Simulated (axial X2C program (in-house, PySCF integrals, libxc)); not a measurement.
**Potential curves of TlCl, with spin–orbit coupling**

All values were computed with an axial X2C code built on PySCF integrals. Two-component (2c) means X2C with spin–orbit coupling and atomic mean-field two-electron Coulomb and Gaunt terms. Basis: Tl dyall-cv3z [12s14p10d7f1g], Cl dyall-av3z [9s8p3d2f] (cores contracted in-house); Gaussian nuclei, density fitting, unrestricted open shells. Masses: Tl 204.974 u, Cl 34.969 u.

State: Ω = 0 (closed shell). Energies in cm⁻¹ from the fragments at the same level (Tl + Cl). Fits are polynomials in 1 − R0/R over 0.85 to 1.23 times the lowest point R0.

```json
{"R (Å)": "2.1793", "PBE": "-26180", "PBE0": "-25324", "CCSD(T)": ""}
{"R (Å)": "2.2795", "PBE": "-29645", "PBE0": "-28602", "CCSD(T)": "-27397"}
{"R (Å)": "2.3547", "PBE": "-31159", "PBE0": "-29979", "CCSD(T)": "-28879"}
{"R (Å)": "2.4298", "PBE": "-31983", "PBE0": "-30675", "CCSD(T)": "-29660"}
{"R (Å)": "2.5050", "PBE": "-32289", "PBE0": "-30860", "CCSD(T)": "-29913"}
{"R (Å)": "2.5927", "PBE": "-32158", "PBE0": "-30598", "CCSD(T)": "-29714"}
{"R (Å)": "2.6804", "PBE": "-31650", "PBE0": "-29969", "CCSD(T)": "-29131"}
{"R (Å)": "2.7931", "PBE": "-30628", "PBE0": "-28804", "CCSD(T)": "-28003"}
{"R (Å)": "2.9308", "PBE": "-29047", "PBE0": "-27064", "CCSD(T)": ""}
{"R (Å)": "3.1312", "PBE": "-26481", "PBE0": "-24287", "CCSD(T)": ""}
{"R (Å)": "3.4068", "PBE": "-22991", "PBE0": "-20523", "CCSD(T)": ""}
{"R (Å)": "3.7575", "PBE": "-19152", "PBE0": "-16314", "CCSD(T)": ""}
```

Correlated methods: 20 electrons correlated (number of frozen shells: Tl 5 s, 4 p, 2 d, 1 f; Cl 2 s, 1 p), 272 virtual spin orbitals or spinors in MP2, 140 natural virtuals in coupled cluster.

Occupations by symmetry block were frozen at the best pattern of an incomplete PBE0 search. Closed shells are restricted here (equal orbitals for both partners); the stretched side of such a curve lies too high. Dissociation energies refer to the lowest single-determinant-based atoms at the same level and basis. CCSD and (T) use frozen natural virtuals with an MP2 correction for the truncation; (T) itself is uncorrected, so its De runs slightly low. The 2c atoms are single determinants rather than J levels; their spin–orbit lowering is only partly caught, and De is too large by that part. This holds for PBE, PBE0. Without a current term, density functionals place determinants with orbital angular momentum somewhat too high. Coupled cluster ran on the points near the minimum only. MP2 and coupled cluster on one determinant become unreliable at the stretched end.

(1) Fit the PBE curve near its minimum: give the equilibrium distance, the harmonic wavenumber and the well depth.

(2) Fit the PBE0 curve near its minimum: give the equilibrium distance, the harmonic wavenumber and the well depth.

(3) What are Re, ωe and De at the CCSD(T) level?

Answers

(1) At PBE, 2c: Re = 2.523 Å, ωe ≈ 269 cm⁻¹, De = 4.00 eV to Tl + Cl; Be follows as 0.0886 cm⁻¹.

(2) At PBE0, 2c: Re = 2.500 Å, ωe ≈ 279 cm⁻¹, De = 3.83 eV to Tl + Cl; Be follows as 0.0903 cm⁻¹.

(3) At CCSD(T), 2c: Re = 2.512 Å, ωe ≈ 277 cm⁻¹, De = 3.71 eV to Tl + Cl; Be follows as 0.0894 cm⁻¹.
